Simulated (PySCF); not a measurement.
Cr(OH)3 (CrH₃O₃), SMILES [OH][Cr]([OH])[OH] (connectivity only; charge and spin as stated), neutral, multiplicity 4. Geometry: PBE0-D3(BJ)/def2-SVP. The spin state was assumed, not searched. Other conformers were not sampled.

Method: PBE0-D3(BJ)/def2-SVP in PySCF 2.14.0.

Harmonic wavenumbers (cm⁻¹): 157, 196, 202, 330, 360, 417, 662, 663, 680, 685, 772, 776, 3872, 3879, 3883. Rotational constants (GHz): 6.106, 5.957, 3.088; symmetry number 1.

### Question
Work out the zero-point energy and the ideal-gas rigid-rotor harmonic-oscillator thermochemistry at 298.15 K and 1 atm.

### Answer
ZPE = ½ Σ hcν = ½ × 17534 cm⁻¹ = 25.07 kcal/mol. H − E(el) = 29.60 kcal/mol. Entropy in cal/(mol K): translation 39.81, rotation 25.46, vibration 11.97, spin 2.75, total 80.00. G − E(el) = 5.75 kcal/mol. Cp = 23.05 cal/(mol K).
